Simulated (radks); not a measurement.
Values are calculated unless marked as measured or tabulated.
Excited configurations of the iridium ion Ir3+: one electron is placed in a higher orbital outside [Xe] 4f14 5d5. The ground configuration is [Xe] 4f14 5d6. Code: a radial shooting solver on a logarithmic mesh with Libxc functionals. Model: scalar-relativistic Kohn-Sham, LDA (Slater exchange, Perdew-Wang correlation), spin-polarised, spherical densities, finite nucleus; open shells are filled with parallel spins first (spin-orbit coupling, left out, can overturn this in heavy ions); Fermi nuclear charge, rms radius 5.4032 fm. Excitation = E - E(ground); binding = E(ion) - E, where the ion is the core of charge +4; n* = 4/sqrt(2 binding) in atomic units, and the quantum defect is n - n*.

| outer orbital | excitation (eV) | binding (eV) | n* | eigenvalue (eV) | <r> (bohr) |
|---|---|---|---|---|---|
| 6s | 3.057 | 38.933 | 2.365 | -34.406 | 2.314 |
| 6p | 12.678 | 29.311 | 2.725 | -25.653 | 2.769 |
| 7s | 23.337 | 18.652 | 3.416 | -16.707 | 4.546 |
| 7d | 30.858 | 11.131 | 4.422 | -9.874 | 6.860 |
| 7f | 34.945 | 7.044 | 5.559 | -6.242 | 10.36 |

The Delta-SCF ionisation energy is 41.989 eV (NIST Atomic Spectra Database: 40 eV, theoretical). Self-interaction in the functional shifts the binding energies and quantum defects, so they are the method's values and not measured ones. Open shells are spherical and high-spin; term and fine-structure splittings are not resolved. Spin-orbit splitting is averaged out at the scalar-relativistic level.
